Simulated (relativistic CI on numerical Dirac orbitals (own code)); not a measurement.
Energy levels of La¹⁵⁺

Computed by Dirac-Coulomb-Breit CI, KLI orbitals optimised for each configuration, model QED, unscaled Slater integrals (own radial code, finite nucleus).

Configuration list (outside the closed core [Ar] 3d10): 4s2 4p6 4d6, 4s2 4p5 4d7, 4s2 4p6 4d5 4f, 4s2 4p4 4d8, 4s 4p6 4d7, 4s2 4p6 4d5 5s, 4s2 4p6 4d5 5p, 4p6 4d8, 4s 4p6 4d6 4f, 4s2 4p6 4d4 5s2, 4s2 4p6 4d5 5d, 4s2 4p6 4d4 5p2, 4s2 4p6 4d5 6s, 4s2 4p6 4d5 6d. Levels of other configurations are missing.

The lowest level is 4s2 4p6 4d6 5D_4, with 80 % of that term; Hund's rules for 4s2 4p6 4d6 give 5D with J = 4, in agreement.

| No. | Configuration | Term | J | E (cm⁻¹) | % | Next component (%) | Landé g |
| --- | --- | --- | --- | --- | --- | --- | --- |
| 1 | 4s2 4p6 4d6 | 5D | 4 | 0 | 80 | 17 3F | 1.441 |
| 2 | 4s2 4p6 4d6 | 5D | 2 | 12546 | 54 | 33 3P | 1.445 |
| 3 | 4s2 4p6 4d6 | 5D | 3 | 16094 | 91 | 6 3F | 1.468 |
| 4 | 4s2 4p6 4d6 | 5D | 0 | 22482 | 72 | 21 3P |  |
| 5 | 4s2 4p6 4d6 | 5D | 1 | 22587 | 79 | 17 3P | 1.467 |
| 6 | 4s2 4p6 4d6 | 3H | 4 | 37732 | 23 | 22 1G | 1.079 |
| 7 | 4s2 4p6 4d6 | 5D | 2 | 47769 | 44 | 39 3P | 1.418 |
| 8 | 4s2 4p6 4d6 | 3G | 5 | 48903 | 51 | 49 3H | 1.117 |
| 9 | 4s2 4p6 4d6 | 3H | 6 | 49898 | 84 | 15 1I | 1.140 |
| 10 | 4s2 4p6 4d6 | 3F | 3 | 55143 | 55 | 30 3G | 1.014 |
| 11 | 4s2 4p6 4d6 | 3F | 2 | 55823 | 70 | 17 1D | 0.828 |
| 12 | 4s2 4p6 4d6 | 1S | 0 | 64660 | 56 | 23 5D |  |
| 13 | 4s2 4p6 4d6 | 3H | 4 | 66932 | 56 | 35 3F | 1.000 |
| 14 | 4s2 4p6 4d6 | 3D | 1 | 71271 | 64 | 26 3P | 0.856 |
| 15 | 4s2 4p6 4d6 | 3D | 2 | 72703 | 66 | 16 3P | 1.145 |
| 16 | 4s2 4p6 4d6 | 3G | 4 | 73318 | 63 | 22 1G | 1.069 |
| 17 | 4s2 4p6 4d6 | 3H | 5 | 75447 | 51 | 49 3G | 1.114 |
| 18 | 4s2 4p6 4d6 | 3D | 3 | 78664 | 69 | 21 3F | 1.274 |
| 19 | 4s2 4p6 4d6 | 3G | 3 | 81447 | 59 | 24 3F | 0.903 |
| 20 | 4s2 4p6 4d6 | 3P | 0 | 86417 | 97 | 2 1S |  |
| 21 | 4s2 4p6 4d6 | 3P | 1 | 87252 | 65 | 28 3D | 1.221 |
| 22 | 4s2 4p6 4d6 | 1I | 6 | 87322 | 84 | 15 3H | 1.024 |
| 23 | 4s2 4p6 4d6 | 1F | 3 | 92293 | 58 | 37 3F | 1.018 |
| 24 | 4s2 4p6 4d6 | 1D | 2 | 98558 | 55 | 20 3P | 1.044 |
| 25 | 4s2 4p6 4d6 | 1G | 4 | 99036 | 63 | 20 3F | 1.021 |
| 26 | 4s2 4p6 4d6 | 3P | 1 | 108228 | 90 | 5 3D | 1.452 |
| 27 | 4s2 4p6 4d6 | 3F | 4 | 118553 | 79 | 9 3G | 1.198 |
| 28 | 4s2 4p6 4d6 | 3F | 2 | 119435 | 90 | 6 3D | 0.716 |
| 29 | 4s2 4p6 4d6 | 3P | 0 | 128576 | 56 | 38 1S |  |
| 30 | 4s2 4p6 4d6 | 3P | 2 | 134205 | 75 | 13 1D | 1.391 |
| 31 | 4s2 4p6 4d6 | 3F | 3 | 136044 | 57 | 28 1F | 1.066 |
| 32 | 4s2 4p6 4d6 | 1G | 4 | 138148 | 80 | 15 3F | 1.033 |
| 33 | 4s2 4p6 4d6 | 1D | 2 | 168057 | 96 | 1 3D | 1.002 |
| 34 | 4s2 4p6 4d6 | 1S | 0 | 209722 | 95 | 4 3P |  |
| 35 | 4p5 4d7(4F) | 5G° | 6 | 751006 | 90 | 7 3H° | 1.319 |
| 36 | 4p5 4d7(4F) | 5F° | 5 | 768570 | 53 | 20 3G° | 1.315 |
| 37 | 4p5 4d7(4F) | 3D° | 3 | 770929 | 64 | 11 5D° | 1.305 |
| 38 | 4p5 4d7(4F) | 5D° | 4 | 777840 | 34 | 26 5F° | 1.388 |
| 39 | 4p5 4d7(4P) | 3P° | 0 | 779337 | 51 | 36 1S° |  |
| 40 | 4p5 4d7(4F) | 5G° | 5 | 781788 | 61 | 29 3G° | 1.231 |
| 41 | 4p5 4d7(2P) | 3P° | 2 | 785485 | 20 | 19 3D° | 1.289 |
| 42 | 4p5 4d7(4F) | 5D° | 3 | 787490 | 39 | 18 4s2 4p6 4d5 4f 5D° | 1.438 |
| 43 | 4p5 4d7(4F) | 5D° | 1 | 791903 | 44 | 19 4s2 4p6 4d5 4f 5D° | 1.384 |
| 44 | 4p5 4d7(4F) | 3D° | 2 | 794032 | 38 | 33 5D° | 1.293 |
| 45 | 4p5 4d7(4F) | 5G° | 4 | 794324 | 35 | 33 3F° | 1.259 |

Energies count from the lowest computed level; ° marks odd parity. Percentages are summed over parent terms; the parents shown are those of the largest component, closed shells are left out there.

The mean weight of the leading LS term, summed over parents, in these 45 levels is 63 %, and that of the leading jj configuration (from the same eigenvectors) 66 %.

At this charge energies of transitions that change n are usually good to better than 1 %, and those within a shell (Δn = 0) to a few per cent. Terms inside the open d or f shell come out 10 to 20 % too wide with unscaled integrals. Levels and lines within the n = 5 or 6 shells can be off by up to 10 % or somewhat more, and those that change n by about 2 %, since core polarisation is missing.

LS names give the leading component of a level, which can be under half, so a name can repeat, a term be missing and a line seem to break the LS rules.
